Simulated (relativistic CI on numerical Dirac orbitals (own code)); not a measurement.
Forbidden lines of Zr XIII

Method of calculation: Dirac-Coulomb-Breit CI, separate exchange-only KLI orbitals for each configuration, QED by a radiative potential, unscaled Slater integrals (own radial code, finite nucleus).

Configurations in the expansion (outside the closed core [Ne]): 3s²3p⁶3d¹⁰, 3s²3p⁶3d⁹4s, 3s²3p⁶3d⁹4p, 3s²3p⁶3d⁹4d, 3s²3p⁶3d⁸4s², 3s²3p⁶3d⁸4s4p, 3s²3p⁶3d⁹4f, 3s²3p⁶3d⁹5s, 3s²3p⁶3d⁸4p², 3s²3p⁶3d⁹5p, 3s²3p⁶3d⁸4s4d, 3s²3p⁵3d¹⁰4s, 3s²3p⁶3d⁹5d, 3s²3p⁶3d⁸4p4d, 3s²3p⁶3d⁹5f, 3s²3p⁵3d¹⁰4p, 3s²3p⁶3d⁹6s, 3s²3p⁶3d⁹5g, 3s²3p⁶3d⁹6p, 3s²3p⁵3d⁹4s², 3s²3p⁶3d⁹6d, 3s²3p⁶3d⁸4d², 3s²3p⁵3d⁹4s4p, 3s²3p⁵3d¹⁰4d, 3s3p⁶3d¹⁰4s, 3s²3p⁵3d⁹4p², 3s²3p⁵3d⁹4s4d, 3s3p⁶3d⁹4s², 3s²3p⁵3d¹⁰4f, 3s3p⁶3d¹⁰4p, 3s²3p⁵3d¹⁰5s, 3s²3p⁵3d⁹4p4d, 3s²3p⁵3d¹⁰5p, 3s3p⁶3d⁹4s4p, 3s²3p⁵3d¹⁰5d, 3s²3p⁴3d¹⁰4s². Levels of other configurations are missing.

```
λ vac (Å)                  Lower                     Upper  Type   A (s⁻¹)  E lower (eV)  E upper (eV)
   68.978    3s²3p⁶3d⁹4s ¹D2 [5]    3s²3p⁶3d⁸4s² ¹G4 [161]    E2  8.21e+06       166.595       346.341
   69.109   3s²3p⁶3d⁹4p ³F°3 [7]  3s²3p⁶3d⁸4s4p ³H°5 [231]    E2  4.53e+06       190.045       369.448
   69.356  3s²3p⁶3d⁹4p ³F°4 [10]  3s²3p⁶3d⁸4s4p ³H°6 [240]    E2  5.91e+06       192.448       371.214
   70.209   3s²3p⁶3d⁹4p ³F°2 [9]  3s²3p⁶3d⁸4s4p ³H°4 [225]    E2  4.14e+06       192.037       368.630
   71.136   3s²3p⁶3d⁹4p ³P°2 [6]  3s²3p⁶3d⁸4s4p ⁵D°0 [201]    E2  2.89e+05       189.116       363.409
   71.410    3s²3p⁶3d⁹4s ³D3 [2]    3s²3p⁶3d⁸4s² ³F4 [138]    E2  8.68e+06       163.545       337.168
   71.916  3s²3p⁶3d⁹4p ³F°4 [10]  3s²3p⁶3d⁸4s4p ³G°5 [205]    E2  4.61e+06       192.448       364.849
   72.829  3s²3p⁶3d⁹4p ³F°4 [10]  3s²3p⁶3d⁸4s4p ⁵F°5 [197]    E2  1.48e+06       192.448       362.687
   73.284  3s²3p⁶3d⁹4p ³F°4 [10]  3s²3p⁶3d⁸4s4p ⁵G°6 [192]    E2  5.90e+04       192.448       361.633
   74.422     3s²3p⁶3d¹⁰ ¹S0 [1]       3s²3p⁶3d⁹4s ¹D2 [5]    E2  5.92e+06         0.000       166.595
   75.556     3s²3p⁶3d¹⁰ ¹S0 [1]       3s²3p⁶3d⁹4s ³D2 [3]    E2  3.42e+06         0.000       164.096
   6448.5    3s²3p⁶3d⁹4s ³D2 [3]       3s²3p⁶3d⁹4s ³D1 [4]    M1  9.45e+01       164.096       166.019
```

Terms are leading LS components. Brackets give the number of a level in order of energy, since labels repeat. The list gives strong lines, with weight on those to low levels, among the lowest 400 of 2335 levels, so that lines to higher ones, which can be the strongest, are missing. Levels whose partners in the same complex of configurations lie outside the list can be far off, and so can their lines. Rates are taken at the computed energies, electric ones in the length gauge.

At this charge energies of transitions that change n are usually good to better than 1 %, and those within a shell (Δn = 0) to a few per cent.

LS names give the leading component of a level, which can be under half, so a name can repeat, a term be missing and a line seem to break the LS rules.
